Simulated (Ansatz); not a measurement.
4CzIPN (C₅₆H₃₂N₆). The state is a triplet with charge 0. Geometry PBE-D4/def2-SVP, that of the neutral singlet; atoms count from 1.

Cartesian coordinates in Å:
```
N -3.211 2.378 -2.323
C -2.266 1.803 -1.930
C -1.104 1.133 -1.436
C 0.158 1.415 -2.014
N 0.248 2.219 -3.159
C -0.324 1.929 -4.410
C -1.048 0.800 -4.814
C -1.484 0.753 -6.145
C -1.195 1.798 -7.049
C -0.454 2.914 -6.641
C -0.007 2.987 -5.310
C 0.783 3.953 -4.569
C 1.360 5.193 -4.898
C 2.056 5.901 -3.911
C 2.171 5.391 -2.600
C 1.603 4.159 -2.246
C 0.925 3.448 -3.245
C 1.329 0.877 -1.425
C 2.583 1.025 -2.095
N 3.603 1.127 -2.666
C 1.247 0.088 -0.243
N 2.429 -0.406 0.326
C 2.676 -1.743 0.692
C 1.975 -2.901 0.333
C 2.438 -4.122 0.839
C 3.587 -4.188 1.657
C 4.310 -3.030 1.971
C 3.856 -1.792 1.485
C 4.352 -0.434 1.593
C 5.442 0.144 2.266
C 5.621 1.532 2.207
C 4.717 2.343 1.487
C 3.624 1.789 0.806
C 3.460 0.398 0.860
C -0.025 -0.223 0.318
N -0.115 -1.028 1.463
C 0.496 -0.765 2.702
C 1.251 0.345 3.102
C 1.733 0.363 4.418
C 1.450 -0.686 5.318
C 0.659 -1.772 4.922
C 0.170 -1.816 3.605
C -0.679 -2.745 2.886
C -1.298 -3.958 3.232
C -2.045 -4.642 2.264
C -2.154 -4.137 0.951
C -1.539 -2.934 0.580
C -0.830 -2.235 1.566
C -1.205 0.290 -0.295
N -2.474 0.013 0.235
C -2.855 0.145 1.584
C -2.208 0.826 2.622
C -2.810 0.803 3.887
C -4.039 0.143 4.101
C -4.704 -0.493 3.045
C -4.113 -0.494 1.770
C -4.516 -1.022 0.481
C -5.624 -1.771 0.050
C -5.694 -2.176 -1.289
C -4.663 -1.845 -2.193
C -3.548 -1.098 -1.788
C -3.493 -0.686 -0.449
H -1.262 -0.024 -4.119
H -2.060 -0.119 -6.490
H -1.553 1.730 -8.087
H -0.217 3.720 -7.352
H 1.259 5.600 -5.915
H 2.515 6.871 -4.156
H 2.714 5.969 -1.838
H 1.682 3.775 -1.219
H 1.095 -2.865 -0.322
H 1.893 -5.044 0.588
H 3.925 -5.163 2.039
H 5.221 -3.086 2.586
H 6.137 -0.487 2.840
H 6.471 1.997 2.727
H 4.874 3.431 1.450
H 2.930 2.434 0.250
H 1.464 1.179 2.422
H 2.346 1.216 4.748
H 1.846 -0.644 6.343
H 0.416 -2.578 5.630
H -1.192 -4.364 4.249
H -2.542 -5.588 2.525
H -2.734 -4.692 0.198
H -1.618 -2.566 -0.451
H -1.264 1.363 2.462
H -2.311 1.313 4.724
H -4.486 0.143 5.106
H -5.676 -0.983 3.207
H -6.420 -2.041 0.760
H -6.557 -2.759 -1.640
H -4.734 -2.171 -3.242
H -2.753 -0.849 -2.504
```

Single mean-field runs in def2-SVP are fitted with def2-universal-jkfit. At PBE0-D4/def2-SVP a singlet of charge 0 lies 2.61 eV below the triplet at the same geometry.

**Question.** Estimate the Mulliken populations of the heavy atoms from the PBE0/def2-SVP orbitals of Ansatz.

**Answer.** 
```
atom  charge (e)  spin (α − β)
  N1        0.03          0.12
  C2       -0.18         -0.07
  C3       -0.24          0.20
  C4        0.25         -0.06
  N5       -0.31          0.11
  C6        0.17         -0.03
  C7       -0.02          0.06
  C8       -0.02         -0.03
  C9       -0.01          0.06
 C10       -0.04         -0.01
 C11        0.02          0.03
 C12        0.02          0.03
 C13       -0.04         -0.01
 C14       -0.01          0.06
 C15       -0.02         -0.03
 C16       -0.02          0.06
 C17        0.17         -0.03
 C18       -0.24          0.20
 C19       -0.18         -0.07
 N20        0.03          0.12
 C21        0.13          0.34
 N22       -0.30          0.05
 C23        0.15         -0.01
 C24       -0.02          0.05
 C25       -0.03         -0.02
 C26       -0.02          0.04
 C27       -0.04          0.00
 C28        0.02          0.01
 C29        0.04          0.04
 C30       -0.05         -0.02
 C31       -0.02          0.06
 C32       -0.02         -0.03
 C33       -0.03          0.05
 C34        0.15          0.00
 C35        0.06         -0.03
 N36       -0.29          0.11
 C37        0.15         -0.03
 C38       -0.02          0.07
 C39       -0.02         -0.04
 C40       -0.01          0.06
 C41       -0.04         -0.01
 C42        0.04          0.03
 C43        0.04          0.03
 C44       -0.04         -0.01
 C45       -0.01          0.06
 C46       -0.02         -0.04
 C47       -0.02          0.07
 C48        0.15         -0.03
 C49        0.13          0.34
 N50       -0.30          0.05
 C51        0.15         -0.01
 C52       -0.02          0.05
 C53       -0.03         -0.02
 C54       -0.02          0.04
 C55       -0.04          0.00
 C56        0.02          0.01
 C57        0.04          0.04
 C58       -0.05         -0.02
 C59       -0.02          0.06
 C60       -0.02         -0.03
 C61       -0.03          0.05
 C62        0.15          0.00
```
Mulliken values depend strongly on the basis.

**Question.** Where does the spin sit?

**Answer.** Summed by element: N 0.58, C 1.45, H -0.03, of 2 unpaired in all. Largest on single atoms: C49 0.34, C21 0.34, C18 0.20.

**Question.** And the Mayer bond orders between heavy atoms (over 0.3, the first 40 of 74)?

**Answer.** N1–C2 2.91 (1.17 Å); C2–C3 1.18 (1.43 Å); C3–C4 1.34 (1.42 Å); C3–C49 1.18 (1.42 Å); C4–N5 1.02 (1.40 Å); C4–C18 1.34 (1.42 Å); N5–C6 1.04 (1.41 Å); N5–C17 1.04 (1.41 Å); C6–C7 1.35 (1.40 Å); C6–C11 1.29 (1.42 Å); C7–C8 1.40 (1.40 Å); C8–C9 1.36 (1.41 Å); C9–C10 1.39 (1.40 Å); C10–C11 1.38 (1.41 Å); C11–C12 1.12 (1.45 Å); C12–C13 1.38 (1.41 Å); C12–C17 1.29 (1.42 Å); C13–C14 1.39 (1.40 Å); C14–C15 1.36 (1.41 Å); C15–C16 1.40 (1.40 Å); C16–C17 1.35 (1.40 Å); C18–C19 1.18 (1.43 Å); C18–C21 1.18 (1.42 Å); C19–N20 2.91 (1.17 Å); C21–N22 1.02 (1.40 Å); C21–C35 1.34 (1.43 Å); N22–C23 1.04 (1.41 Å); N22–C34 1.05 (1.41 Å); C23–C24 1.36 (1.40 Å); C23–C28 1.29 (1.42 Å); C24–C25 1.40 (1.40 Å); C25–C26 1.36 (1.41 Å); C26–C27 1.39 (1.40 Å); C27–C28 1.37 (1.41 Å); C28–C29 1.12 (1.45 Å); C29–C30 1.37 (1.41 Å); C29–C34 1.29 (1.42 Å); C30–C31 1.39 (1.40 Å); C31–C32 1.35 (1.41 Å); C32–C33 1.40 (1.40 Å).
